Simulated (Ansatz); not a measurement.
Cartesian coordinates in Å:
```
O 1.7165 -1.4399 -0.8249
C 0.9800 -0.8063 -0.1154
S 0.8815 -1.2229 1.6439
Al -0.1553 0.6694 -0.8798
O -1.6385 1.0334 -0.1613
H -0.0043 -0.2614 1.9515
H 0.3076 1.4775 -2.1429
H -2.0874 0.5501 0.5288
```

Total charge 0; spin multiplicity 1.

(1) List the r2SCAN/def2-TZVPP orbital energies in eV (the Gaussian-basis code of Ansatz). (Best estimate.)

Results:

(1) Computed: Occupied: -2409.76, -1517.61, -516.15, -515.95, -275.89, -214.19, -158.27, -158.16, -158.07, -111.12, -71.48, -71.26, -71.21, -28.08, -26.13, -20.04, -14.38, -13.45, -12.32, -11.08, -10.67, -9.78, -8.98, -8.79, -8.59, -7.05, -5.86. Lowest empty: -2.74, -1.23, -0.79, 0.19, 0.54, 1.38, 2.13, 2.79.
